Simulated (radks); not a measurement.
The numbers below are computed, except where a source is named.
Spherical quantum dot in the effective-mass picture: electrons in a parabolic well V = omega^2 r^2 / 2 with omega = 1.55, with a point charge +1 (a donor) at the centre, all in effective atomic units (hartree* = m*/eps^2 hartree, bohr* = eps/m* bohr), one dielectric constant everywhere. Level of theory: non-relativistic Kohn-Sham, PBEsol, spin-polarised, spherical densities (a radial shooting solver with Libxc functionals). Levels are named by radial order and angular momentum (1s, 1p, 1d, 2s, ...), and open shells are averaged over m.

N = 16, configuration 1s2 1p6 1d(up 5, down 1) 2s2. This is the lowest configuration that the search found. Occupied and some empty levels:

| level | occupation | eigenvalue (hartree*) | <r> (bohr*) |
|---|---|---|---|
| 1s up | 1 | 11.021 | 1.073 |
| 1s down | 1 | 11.075 | 1.054 |
| 1p up | 3 | 12.095 | 1.502 |
| 1p down | 3 | 12.185 | 1.494 |
| 2s up | 1 | 12.988 | 1.506 |
| 2s down | 1 | 13.055 | 1.518 |
| 1d up | 5 | 13.105 | 1.747 |
| 1d down | 1 | 13.205 | 1.747 |
| 1f up | 0 | 14.180 | 1.937 |
| 1f down | 0 | 14.278 | 1.942 |
| 2p up | 0 | 14.370 | 1.737 |
| 2p down | 0 | 14.434 | 1.741 |
| 1g up | 0 | 15.320 | 2.100 |
| 1g down | 0 | 15.413 | 2.108 |

Energy (hartree*): total 128.357, kinetic 25.078, external 38.308, Hartree 74.192, exchange-correlation -9.2206.
